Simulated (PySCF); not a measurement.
Isomers of H8NPSi2, one GFN2-xTB conformer each. Single-point energies are computed at PBE0/pcSseg-1 (PySCF, gas phase, no added dispersion term), electronic only.

```csv
SMILES,GFN2-xTB relative energy (kcal/mol)
N[SiH2]P[SiH3],16.0
[SiH3]N[SiH2]P,0.0
```

Conformers: `[NH2:1][SiH2:2][PH:3][SiH3:4]` with H–N1–Si2–P3 67° and -67°, N1–Si2–P3–Si4 -85°; `[SiH3:1][NH:2][SiH2:3][PH2:4]` with Si1–N2–Si3–P4 -175°, N2–Si3–P4–H 180° and -87°.

**Question.** What does PBE0/pcSseg-1 give for the same structures?

**Answer.** 
```
        SMILES  PBE0/pcSseg-1 E (Eh)  PBE0/pcSseg-1 (kcal/mol)  GFN2-xTB (kcal/mol)  point group
[SiH3]N[SiH2]P            -979.44468                       0.0                  0.0            –
N[SiH2]P[SiH3]            -979.44081                       2.4                 16.0           C1
```

Both levels put the same isomer lowest. Neighbours under 2.5 kcal/mol apart ([SiH3]N[SiH2]P and N[SiH2]P[SiH3]) can change places with a better method, another conformer or zero-point energy.

**Question.** Which frontier levels, dipoles and rotational constants go with these structures?

**Answer.** 
```json
{"SMILES": "[SiH3]N[SiH2]P", "HOMO (eV, PBE0/pcSseg-1)": "-7.43", "LUMO (eV)": "-0.10", "dipole (D)": "0.48", "A, B, C (MHz)": "11679, 1217, 1141"}
{"SMILES": "N[SiH2]P[SiH3]", "HOMO (eV, PBE0/pcSseg-1)": "-7.02", "LUMO (eV)": "0.02", "dipole (D)": "0.70", "A, B, C (MHz)": "5538, 1668, 1475"}
```
